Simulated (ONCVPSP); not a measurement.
**Pseudopotential generation for platinum: ONCV, PBE, scalar-relativistic.**

Input for ONCVPSP 4.0.1:

```
# ATOM AND REFERENCE CONFIGURATION
# atsym  z   nc   nv     iexc    psfile
  Pt 78.00    9    5        4      upf
#
#   n    l    f
    1    0    2.00
    2    0    2.00
    2    1    6.00
    3    0    2.00
    3    1    6.00
    3    2   10.00
    4    0    2.00
    4    1    6.00
    4    2   10.00
    4    3   14.00
    5    0    2.00
    5    1    6.00
    5    2    9.00
    6    0    1.00
#
# PSEUDOPOTENTIAL AND OPTIMIZATION
# lmax
    3
#
#   l,   rc,      ep,       ncon, nbas, qcut
    0    1.30    0.00    4    7   10.40
    1    1.75    0.00    4    9    9.50
    2    1.65    0.00    4    7    5.40
    3    1.05    0.00    5   10   16.10
#
# LOCAL POTENTIAL
# lloc, lpopt,  rc(5),   dvloc0
    4    5    0.70    3.00
#
# VANDERBILT-KLEINMAN-BYLANDER PROJECTORs
# l, nproj, debl
    0    3    0.80
    1    2    3.90
    2    1    1.90
    3    2    4.00
#
# MODEL CORE CHARGE
# icmod, fcfact, rcfact
    3    4.75    1.55
#
# LOG DERIVATIVE ANALYSIS
# epsh1, epsh2, depsh
   -5.00    5.00    0.04
#
# OUTPUT GRID
# rlmax, drl
    6.00    0.01
#
# TEST CONFIGURATIONS
# ncnf
    4
# nvcnf
#   n    l    f
    5
    4    3   14.00
    5    0    2.00
    5    1    6.00
    5    2    9.00
    6    0    0.00
#
    5
    4    3   14.00
    5    0    2.00
    5    1    6.00
    5    2    8.00
    6    0    0.00
#
    5
    4    3   14.00
    5    0    2.00
    5    1    6.00
    5    2    7.00
    6    0    0.00
#
    5
    4    3   14.00
    5    0    2.00
    5    1    6.00
    5    2    9.00
    6    0    0.50
#
```

Command:

```bash
oncvpsp.x < Pt.dat > Pt.out
```

The program printed (shortened: citation, most of the input echo, consistency checks and plot data are left out):

```
ONCVPSP  (Optimized Norm-Conservinng Vanderbilt PSeudopotential)
scalar-relativistic version 4.0.1

#   n    l    f        energy (Ha)
    1    0    2.00    -2.8825898E+03
    2    0    2.00    -5.0638549E+02
    2    1    6.00    -4.3878888E+02
    3    0    2.00    -1.1894639E+02
    3    1    6.00    -9.9265241E+01
    3    2   10.00    -7.7944108E+01
    4    0    2.00    -2.5560096E+01
    4    1    6.00    -1.9107263E+01
    4    2   10.00    -1.1275922E+01
    4    3   14.00    -2.5752918E+00
    5    0    2.00    -3.7417935E+00
    5    1    6.00    -2.0586542E+00
    5    2    9.00    -2.2568882E-01
    6    0    1.00    -2.0797764E-01

Reference configufation results
  iterations    29
  all-electron total energy (Ha)   -1.84135155D+04

Begin loop to  construct optimized pseudo wave functions
and semi-local pseudopoentials for all angular momenta

   Wellstate for l =  0  n =  7
     eigenvalue =   0.5920
     asymptotic potential =   1.0920
     half-point radius =  4.9594

Calculating optimized projector #   1

 for l=   0

    Fraction of norm inside rc  0.869937
    Optimizing pswf for qcut=  10.39 a_B^-1,  ecut=  54.01 Ha
    Residual kinetic energy error=  7.41D-07 Ha
 ERROR pspot:  first pseudo wave function has node,          program will stop
 ERROR pspot: try changing psp parameters for this l
```

The run stopped because the optimised pseudo-wave of the first projector has a node, so the radial equation cannot be inverted for a potential.

The run took about 0.23 s on one core of a shared server CPU.
